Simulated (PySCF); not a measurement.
## How methods differ on the excitation energy of Eu

Eu [Xe] 4f7 6s2 (8S) → Eu [Xe] 4f7 5d2 (10F), as a difference of total energies. Calculation: PySCF 2.14, in ANO-RCC-VTZP; the spin-free X2C one-electron Hamiltonian (Gaussian nucleus). The calculations carry no spin-orbit coupling.

```
 method  excitation energy (eV)
    UHF                   3.501
r2SCAN0                   3.054
 PBEsol                   3.289
```
